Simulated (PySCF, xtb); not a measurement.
C₃H₇BO₂, SMILES O=CB(C)OC.

Coordinates come from a PBE0-D3(BJ)/def2-SVP optimisation. This is a generated structure with no PubChem entry under its InChIKey; it may be hypothetical. The values are those of a single conformer.

The numbers are results of IEF-PCM-B3LYP/def2-SVP run with PySCF 2.14.0, not measurements.

The values are the electrostatic part of the solvation free energy, E(continuum) − E(gas) at the gas-phase geometry, in a cavity of scaled van der Waals radii (PySCF's table); cavitation and dispersion terms are not included. In vacuum the orbital gap is 4.45 eV. The dipole moment in vacuum is 3.79 D.

Q: Estimate the values in water (ε = 78.36), benzene (ε = 2.27), 1-octanol (ε = 9.86). (An estimate is asked for; the answer gives what the named calculation found.)

A: 
```tsv
solvent	ε	ΔG(elec) (kcal/mol)	dipole (D)	gap (eV)
water	78.36	-4.9	4.65	4.60
benzene	2.27	-2.2	4.17	4.52
1-octanol	9.86	-4.3	4.53	4.58
```

For comparison, GFN2-xTB/ALPB(water) (xtb, at the GFN2-xTB geometry, all terms of that model) gives -3.0 kcal/mol.
